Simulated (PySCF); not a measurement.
Level of theory: delta-SCF UKS SCAN, pcX-2 on the ionised atom, pcseg-1 elsewhere, spin-free X2C in PySCF 2.14.0. Geometries: PBE0-D3(BJ)/def2-SVP; isolated species, one conformer each. Values against the vacuum level.

Question: Rank by computed C 1s binding energy, lowest first.
A. C8 in `[CH3:1][C:2]#[C:3][CH2:4][B:5]([NH2:6])[O:7][CH2:8][CH3:9]`
B. C5 in `[BH3-:1][O+:2]1[CH2:3][C@@H:4]([CH3:5])[CH2:6][C@@H:7]1[C:8]#[N:9]`
C. C7 in `[CH3:1][NH2+:2][B@H-:3]([CH3:4])[c:5]1[cH:6][cH:7][cH:8][o:9]1`
D. C6 in `[OH:1][B:2]([OH:3])[CH:4]1[CH2:5][CH2:6][CH2:7][CH2:8][CH2:9]1`

Answer: C (289.77 eV), D (290.03 eV), B (291.60 eV), A (292.17 eV).

The highest is bonded to O, C and 2 H, the lowest to 2 C (aromatic in the SMILES) and H; the range is 2.40 eV.

Question: Rank by computed B 1s binding energy, lowest first.
A. Boron in `OB(O)C1CCCCC1`
B. Boron in `[BH3-][O+]1C[C@@H](C)C[C@@H]1C#N`
C. Boron in `C[NH2+][B@H-](C)C1=CC=CO1`
D. Boron in `B(N)(CC#CC)OCC`

Answer: C (193.94 eV), B (194.58 eV), D (195.96 eV), A (196.92 eV).

The highest is bonded to 2 O and C, the lowest to N, 2 C and H; the range is 2.98 eV.

Question: Order these sites by rising O 1s binding energy.
A. Oxygen in `OB(O)C1CCCCC1`
B. Oxygen in `[BH3-][O+]1C[C@@H](C)C[C@@H]1C#N`
C. Oxygen in `CC#CCB(N)OCC`

Answer: C (537.97 eV), A (539.08 eV), B (540.48 eV).

The highest is bonded to 2 C and B, the lowest to C and B; the range is 2.51 eV.
